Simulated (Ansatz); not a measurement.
Species: C4H12Si, SMILES `C[Si](C)(C)C` (charge 0, multiplicity 1), formula C₄H₁₂Si.

### Question
How many basis functions does frozen-core CCSD(T)/cc-pVDZ // PBE-D3(BJ)/def2-SVP (Ansatz, a program for electronic structure) use, how many core orbitals are frozen, and how many electrons are correlated?

### Answer
134 basis functions and 9 frozen orbitals, which leaves 32 correlated electrons. Core time is of the order of seconds.
